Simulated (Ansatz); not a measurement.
Ansatz (an electronic-structure program) input:
A basis named .json is the Basis Set Exchange file of that set.

Ansatz 0.2 input:
```yaml
crystal:
  periodic: [false, false, false]
  atoms:
    - {symbol: Cl, position_ang: [-0.29714380, -1.30658273, 1.92445791]}
    - {symbol: Si, position_ang: [-0.03883647, -0.17076939, 0.25152521]}
    - {symbol: Br, position_ang: [-1.66662566, -0.59811479, -1.17584038]}
    - {symbol: Br, position_ang: [1.90571528, -0.66301125, -0.66831753]}
    - {symbol: Br, position_ang: [-0.07922805, 1.96405969, 0.80881112]}
basis:
  gaussian:
    orbitals: def2-QZVPPD.json
    fitting: {mean_field: def2-universal-jkfit, correlation: def2-QZVPPD-RIFIT.json}
magnetization: {spin_polarized: true, initial_magnetization: 2}
correlation: {method: mp2, electrons: outside_noble_gas}
```

Task: Which total energy does the run end on?

Result: -8466.70400 Eh (RI-MP2/def2-QZVPPD). The basis has 449 functions.

This state (charge 0, triplet) is run at the relaxed geometry of the species with charge 0 and multiplicity 1, and is a spin state other than that species' own.
